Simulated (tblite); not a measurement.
Compound: C6H9PSSe.
Numbering: `[CH3:1][P:2]([CH3:3])(=[Se:4])[c:5]1[cH:6][cH:7][cH:8][s:9]1` (hydrogens: H10, H11, H12 on C1; H13, H14, H15 on C3; H16 on C6; H17 on C7; H18 on C8)

Cartesian coordinates in Å at the GFN2-xTB level; atoms count from 1:
```xyz
18
C6H9PSSe angstrom
C     -1.8226   -1.3588   -0.5972
P     -1.1917    0.0052    0.4523
C     -1.7408    1.5274   -0.4091
Se    -1.7737   -0.1087    2.4541
C      0.5927   -0.0310    0.2050
C      1.5437   -0.1088    1.1792
C      2.8554   -0.1197    0.6625
C      2.8833   -0.0493   -0.6933
S      1.3121    0.0309   -1.3768
H     -2.9106   -1.3517   -0.5398
H     -1.4974   -1.2449   -1.6296
H     -1.4569   -2.3010   -0.1906
H     -2.8299    1.5515   -0.3862
H     -1.3593    2.3887    0.1389
H     -1.3828    1.5486   -1.4370
H      1.2972   -0.1546    2.2255
H      3.7374   -0.1782    1.2743
H      3.7354   -0.0391   -1.3441
```

Computed with GFN2-xTB (tblite): harmonic, unscaled wavenumbers at the GFN2-xTB geometry, gas phase. Against measured fundamentals such values can be off by several per cent, at times by over 20. One conformer, not necessarily the lowest.

Harmonic wavenumbers (cm⁻¹): 25.7, 89.5, 93.9, 147.5, 162.8, 164.8, 178.0, 215.7, 227.1, 259.0, 377.6, 431.0, 501.9, 526.1, 637.2, 712.2, 727.2, 736.0, 749.3, 809.5, 813.4, 825.0, 845.0, 856.1, 862.9, 892.7, 973.6, 1073.5, 1091.7, 1174.6, 1302.1, 1303.9, 1329.8, 1404.3, 1413.2, 1420.6, 1428.5, 1435.2, 1534.2, 2991.4, 2993.2, 2998.6, 3001.9, 3004.7, 3008.5, 3123.8, 3135.9, 3161.2.

A = 1561, B = 524.5, C = 440.2 MHz; mass 223.933 u (most abundant isotopes); point group Cs, symmetry number 1.

What is the zero-point energy?

½Σν̃ = 28586 cm⁻¹ = 81.73 kcal/mol.

Give the ideal-gas entropy at 298.15 K and 1 bar in the rigid-rotor, harmonic-oscillator model (classical rotation).

Translation 42.15, rotation 31.17, vibration 35.33: S = 108.6 cal/(mol K).

And Cp and H(298.15 K) − H(0)?

Cp = 42.44 cal/(mol K), of which vibrations give 34.49 (their classical limit is 48 R = 95.4); H(298.15 K) − H(0) = 7.79 kcal/mol without the zero-point energy, 5.42 from vibrations.

Which modes carry the vibrational entropy at 298.15 K?

25.7 cm⁻¹: 6.14; 89.5 cm⁻¹: 3.67; 93.9 cm⁻¹: 3.58; 147.5 cm⁻¹: 2.70; 162.8 cm⁻¹: 2.52; 164.8 cm⁻¹: 2.49 cal/(mol K); the other 42 give 14.23 together.

Blend soft modes into free rotors: weight 1/[1 + (100 cm⁻¹/ν̃)⁴] for the oscillator and the rest for a rotor with moment μB/(μ + B), μ = h/(8π²ν), B = 10⁻⁴⁴ kg m². What vibrational entropy results?

32.54 cal/(mol K) in place of 35.33, which changes −T·S at 298.15 K by +0.83 kcal/mol.

How do the functions run with temperature in this model?

```
T (K)  S (cal/(mol K))  Cp (cal/(mol K))  H − H(0) (kcal/mol)  G − H(0) (kcal/mol)  ln q(vib)
  100             75.6              21.6                 1.43                -6.13       2.32
  200             93.9              32.2                 4.13               -14.65       5.56
  300            108.9              42.6                 7.87               -24.80       8.69
  500            134.9              59.5                18.20               -49.26      14.62
  800            166.4              74.3                38.49               -94.66      22.70
 1000            183.8              80.7                54.03              -129.72      27.55
```

q(vib) and H(0) count from the zero-point level.

Hindered rotation and anharmonicity are outside this model. Other conformers, if any are populated, would add a mixing term that is left out.

The run took 0.93 s wall on Arm Neoverse V1, one thread, on a shared host. This covers the Hessian and the dipole derivatives.
